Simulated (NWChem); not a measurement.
**Correlation energy of AlP**

```
Al
P 1 2.2074
```
Charge 0, spin multiplicity 3.

All runs are NWChem calculations. The geometry was optimised at UPBE0/def2-SVP, a minimum by its harmonic frequencies.

Basis set: STO-3G. Each correlation energy counts from its own Hartree-Fock reference.

The correlated methods keep 10 core orbitals frozen. This spin state was chosen for the runs; another may lie lower. The structure started from a generated list of species. The unpaired electrons of the parent sit in orbitals of symmetry a1 and b2 (C2v labels of the run); other states weren't searched. No SCF solution was tested for a lower state. Open-shell Hartree-Fock references start from PBE0 orbitals. Coupled-cluster values serve here as a point of comparison, not as the truth.

### Question
For the correlation energy, UMP2 gives -39.7 mHa and SCS-UMP2 gives -41.5 mHa. What do CCSD on UHF, CCSD[T] on UHF, CCSD(T) on UHF give?

### Answer
CCSD on UHF: -60.9 mHa; CCSD[T] on UHF: -66.5 mHa; CCSD(T) on UHF: -65.1 mHa.
